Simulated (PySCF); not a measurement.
Computed shifts of a molecule CH₆O₂Si₂, PBE0/pcSseg-1 in PySCF, GIAO, gas phase, equivalent atoms averaged, in ppm (number of nuclei): ²⁹Si: 15.2 (1), -33.1 (1). ¹³C: 58.6 (1). ¹H: 5.60 (1), 5.00 (1), 4.90 (1), 4.59 (1), 4.47 (1), 2.73 (1). References: ¹⁷O against H2O (σ = 334.2 ppm); ²⁹Si against TMS (σ = 352.7 ppm); ¹³C against TMS (σ = 186.3 ppm); ¹H against TMS (σ = 31.56 ppm), references at their B3LYP-D3(BJ)/def2-TZVP geometries, non-relativistic. Geometry: ωB97X-D3(BJ)/def2-SVP. One conformer was computed; it need not be the lowest.

Q: Which molecule gave these data?
(A) [SiH3][SiH]1OCO1
(B) O[Si@H]1OC[SiH2]1
(C) C1O[SiH2][SiH2]O1
(D) O=CO[SiH2][SiH3]

A: B, O[Si@H]1OC[SiH2]1
